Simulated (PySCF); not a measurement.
Isomers of C6H8F2OS, mass 166.026 u with the commonest isotopes. Method: PBE0/pcSseg-1 in PySCF (dipole) on a GFN2-xTB geometry, gas phase. One conformer each, none proved a minimum here; rigid rotors.

Question: Order these by rotational constant A, largest first.
A. `[CH3:1][CH2:2][C@@H:3]1[CH2:4][C:5]([F:6])=[C:7]([F:8])[S@:9]1=[O:10]` with C1–C2–C3–C4 -77°, C2–C3–C4–C5 -85°, C3–C4–C5–F6 160°, C5–C7–S9–O10 -86°, C2–C3–S9–C7 92°
B. `[CH3:1][C@:2]1([O:3][CH:4]([F:5])[F:6])[CH2:7][CH2:8][C:9]1=[S:10]` with C1–C2–O3–C4 62°, C2–O3–C4–F5 -92°
C. `[OH:1][C@:2]1([CH:3]([F:4])[F:5])[CH2:6][CH2:7][C:8](=[S:9])[CH2:10]1` with H–O1–C2–C3 -63°, O1–C2–C3–F4 -179°, O1–C2–C6–C7 -84°, C2–C6–C7–C8 -29°, C6–C7–C8–S9 -169°, C7–C8–C10–C2 11°

Answer: C (2079 MHz), B (1566 MHz), A (1388 MHz).

Question: Order these by rotational constant B, largest first.
A. `[OH:1][C@:2]1([CH:3]([F:4])[F:5])[CH2:6][CH2:7][C:8](=[S:9])[CH2:10]1` with H–O1–C2–C3 -63°, O1–C2–C3–F4 -179°, O1–C2–C6–C7 -84°, C2–C6–C7–C8 -29°, C6–C7–C8–S9 -169°, C7–C8–C10–C2 11°
B. `[CH3:1][CH2:2][C@@H:3]1[CH2:4][C:5]([F:6])=[C:7]([F:8])[S@:9]1=[O:10]` with C1–C2–C3–C4 -77°, C2–C3–C4–C5 -85°, C3–C4–C5–F6 160°, C5–C7–S9–O10 -86°, C2–C3–S9–C7 92°
C. `[CH3:1][C@:2]1([O:3][CH:4]([F:5])[F:6])[CH2:7][CH2:8][C:9]1=[S:10]` with C1–C2–O3–C4 62°, C2–O3–C4–F5 -92°

Answer: B (980.6 MHz), C (853.6 MHz), A (667.2 MHz).

Question: Order these by dipole moment, largest first.
A. `[CH3:1][C@:2]1([O:3][CH:4]([F:5])[F:6])[CH2:7][CH2:8][C:9]1=[S:10]` with C1–C2–O3–C4 62°, C2–O3–C4–F5 -92°
B. `[OH:1][C@:2]1([CH:3]([F:4])[F:5])[CH2:6][CH2:7][C:8](=[S:9])[CH2:10]1` with H–O1–C2–C3 -63°, O1–C2–C3–F4 -179°, O1–C2–C6–C7 -84°, C2–C6–C7–C8 -29°, C6–C7–C8–S9 -169°, C7–C8–C10–C2 11°
C. `[CH3:1][CH2:2][C@@H:3]1[CH2:4][C:5]([F:6])=[C:7]([F:8])[S@:9]1=[O:10]` with C1–C2–C3–C4 -77°, C2–C3–C4–C5 -85°, C3–C4–C5–F6 160°, C5–C7–S9–O10 -86°, C2–C3–S9–C7 92°

Answer: C (4.51 D), A (3.87 D), B (2.55 D).

```json
{"SMILES": "O[C@]1(C(F)F)CCC(=S)C1", "point group": "C1", "Ia (u·Å²)": "243.04", "Ib (u·Å²)": "757.46", "Ic (u·Å²)": "788.53", "κ": "-0.96", "μa (D)": "1.93", "μb (D)": "1.66", "μc (D)": "0.06"}
{"SMILES": "C[C@]1(OC(F)F)CCC1=S", "point group": "C1", "Ia (u·Å²)": "322.79", "Ib (u·Å²)": "592.08", "Ic (u·Å²)": "702.50", "κ": "-0.68", "μa (D)": "3.22", "μb (D)": "2.05", "μc (D)": "0.64"}
{"SMILES": "CC[C@@H]1CC(F)=C(F)[S@]1=O", "point group": "C1", "Ia (u·Å²)": "364.16", "Ib (u·Å²)": "515.36", "Ic (u·Å²)": "706.79", "κ": "-0.21", "μa (D)": "3.97", "μb (D)": "1.98", "μc (D)": "0.80"}
```
